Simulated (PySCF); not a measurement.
C4H9Cl, SMILES C(CCl)CC.

Geometry: PBE-D3(BJ)/def2-SVP. Other conformers were not sampled.

Two levels are set side by side: PBE/def2-TZVP (PySCF) and B3LYP/def2-TZVP (PySCF). Same geometry, gas phase. Differences are taken from unrounded values.

| quantity | B3LYP | PBE | PBE minus B3LYP |
|---|---|---|---|
| orbital gap (eV) | 8.48 | 6.53 | -1.95 |
| highest occupied level (eV) | -7.98 | -6.82 | 1.16 |
| lowest empty level (eV) | 0.51 | -0.29 | -0.80 |
| dipole moment (D) | 2.01 | 1.95 | -0.06 |
| mean polarisability (bohr³) | 63.1 | 64.6 | 1.5 |

PBE's occupied levels lie high since its potential decays too fast outside the molecule; exact exchange lowers them and widens the gap. Differences between two approximate levels are no errors against the true value.

Rough cost on one machine, each run with all the roots and properties that it gave: B3LYP against PBE within a factor of 2.
